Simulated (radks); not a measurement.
All-electron atom: the titanium ion Ti2+ in [Ar] 3d2 (the NIST ground configuration). All-electron calculation, non-relativistic Kohn-Sham, SCAN, spin-polarised, spherical densities, point nucleus; open shells are filled with parallel spins first; meta-GGA in the generalised Kohn-Sham scheme. Program: a radial shooting solver on a logarithmic mesh with Libxc functionals.

Radial electron density D(r) = 4 pi r^2 rho(r):

```
   r/bohr * D(r) (the largest magnitude, 27.9, reaches the edge; | marks zero)
 0.006545 |     *
 0.007499 |      *
 0.008523 |        *
 0.009764 |          *
   0.0111 |            *
  0.01271 |               *
  0.01445 |                   *
  0.01656 |                      *
  0.01882 |                          *
  0.02156 |                               *
   0.0245 |                                   *
  0.02807 |                                        *
   0.0319 |                                            *
  0.03655 |                                               *
  0.04188 |                                                 *
   0.0476 |                                                  *
  0.05453 |                                                  *
  0.06198 |                                                *
    0.071 |                                             *
   0.0807 |                                          *
  0.09246 |                                       *
   0.1051 |                                     *
   0.1204 |                                      *
   0.1368 |                                        *
   0.1568 |                                            *
   0.1782 |                                                 *
   0.2041 |                                                     *
    0.232 |                                                      *
   0.2658 |                                                   *
   0.3021 |                                              *
   0.3461 |                                     *
   0.3934 |                            *
   0.4507 |                    *
   0.5122 |                *
   0.5868 |               *
   0.6723 |                *
   0.7641 |                  *
   0.8755 |                   *
    0.995 |                   *
     1.14 |                *
    1.296 |            *
    1.484 |        *
    1.687 |     *
    1.933 |  *
    2.197 | *
    2.517 |*
     2.86 *
    3.277 *
    3.725 *
    4.267 *
     4.85 *
    5.557 *
    6.315 *
```

D(r) has 3 maxima, at r = 0.0488, 0.228, 0.882 bohr, and minima at 0.110, 0.573 bohr, inside which lie 2.15, 10.45 electrons.
